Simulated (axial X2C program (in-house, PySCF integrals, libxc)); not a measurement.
The numbers below are computed, except where a source is named.
**LiSe: input and output**

Program: an in-house relativistic program for diatomic molecules.

Input:
```json
{"zs": [34, 3], "q": 0, "bas": ["dyall-cv3z", "dyall-cv3z"], "levels": ["PBE0", "HF", "PBE"], "cc": true, "r0": 2.31, "thr": -2.0, "nmax": 90, "npts": 10, "nst": 2, "ntry": 6}
```
```bash
python so2c.py task.json out
```

Keys: zs atomic numbers; q charge; bas basis sets; levels methods; cc coupled cluster on or off; r0 starting distance in Å; thr threshold in hartree for freezing inner shells (an s shell follows its p shell); nmax most natural virtual spinors; npts points on the curve; nst determinants followed; ntry starts of the search. HF also brings MP2.

Output of the PBE step, with spin–orbit coupling, at R = 2.276 Å for the state Ω = 3/2. It starts from PBE0 orbitals of this distance.

```
two-component X2C + atomic mean field  PBE
basis functions 143  fitting functions 775  grid points 5082
iter        total energy     max residual
   1      -2436.315078431     8.32e-02
   2      -2436.317096295     6.68e-03
   3      -2436.317135505     1.59e-02
   4      -2436.317431768     9.55e-04
   5      -2436.317432036     4.14e-04
   6      -2436.317433177     1.18e-04
   7      -2436.317433185     2.45e-05
   8      -2436.317433186     5.37e-06
converged
one-electron -3437.27569818  Coulomb 1068.27877377  exact exchange 0.00000000  xc functional -90.14037780  nuclear repulsion 23.71532316  atomic mean-field constant -0.89545413
```
Energies are in hartree; totals compare only within one Hamiltonian and basis.
